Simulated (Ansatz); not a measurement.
Abridged output of a molecular run in Ansatz:

```
Functional definition: HF
1673 factors; integrals over basis functions are off by at most 9.7e-4 eV
mean field evaluation 1: about -20258.8521 eV, gradient 3.6e1 eV
mean field evaluation 2: about -20259.0770 eV, gradient 3.6e1 eV
mean field evaluation 4: about -20262.6704 eV, gradient 4.3e0 eV
mean field evaluation 8: about -20262.7524 eV, gradient 2.6e-1 eV
mean field evaluation 16: about -20262.7529 eV, gradient 1.3e-6 eV
mean field -20262.75287876 eV, -744.6424337072 hartree, gradient 1.3e-6 eV, S^2 0.000000; 0 other end points of the search recorded, 0 dependent functions left out
13 core orbitals not correlated: weight in the atoms' cores, before any rotation towards them, 1.000 or more for the frozen orbitals, at most 0.000 for the correlated occupied ones
reference -20262.75287876 eV, -744.6424337072 hartree; 15, 15 occupied and 261, 261 virtual orbitals, 1673 factors
second order -20.96776729 eV of doubles, -0.00000000 eV of singles
cycle   1  -22.06435138 eV  change    -1.1e0 eV  update   1.0e-1
cycle   2  -22.64954535 eV  change   -5.9e-1 eV  update   3.3e-2
cycle   3  -22.76828140 eV  change   -1.2e-1 eV  update   1.7e-2
cycle   4  -22.75838300 eV  change    9.9e-3 eV  update   4.7e-3
cycle   5  -22.75610584 eV  change    2.3e-3 eV  update   2.0e-3
cycle   6  -22.75631269 eV  change   -2.1e-4 eV  update   7.6e-4
cycle   7  -22.75600532 eV  change    3.1e-4 eV  update   2.9e-4
cycle   8  -22.75599724 eV  change    8.1e-6 eV  update   1.1e-4
cycle   9  -22.75606241 eV  change   -6.5e-5 eV  update   4.3e-5
cycle  10  -22.75606114 eV  change    1.3e-6 eV  update   1.6e-5
perturbative correction -0.75472069 eV, -0.0277354738 hartree
Total energy: -20286.26366059 eV, -745.5064390032 hartree
```

Its atoms:

Z-matrix (Å, degrees):
```
C
Si 1 1.866
H 1 1.093 2 110.1
H 1 1.092 2 111.5 3 -120.1
H 1 1.093 2 110.3 3 119.5
F 2 1.612 1 107.9 3 55.4
B 2 2.001 1 111.8 3 178.2
H 2 1.493 1 110.2 3 -60.0
Si 7 2.004 2 124.2 1 -120.2
H 7 1.199 2 116.4 1 63.2
H 9 1.496 7 104.2 2 -81.6
H 9 1.488 7 114.8 2 160.5
H 9 1.488 7 112.9 2 35.1
```

Which basis set was used?
A. def2-TZVPP
B. cc-pV(D+d)Z
C. def2-QZVPP
D. def2-SVP

A. It gives 289 functions.

Write the keys of the input that set method, charge and spin (a neutral closed shell needs none for the last two).


```yaml
correlation: {method: ccsd_t}
```
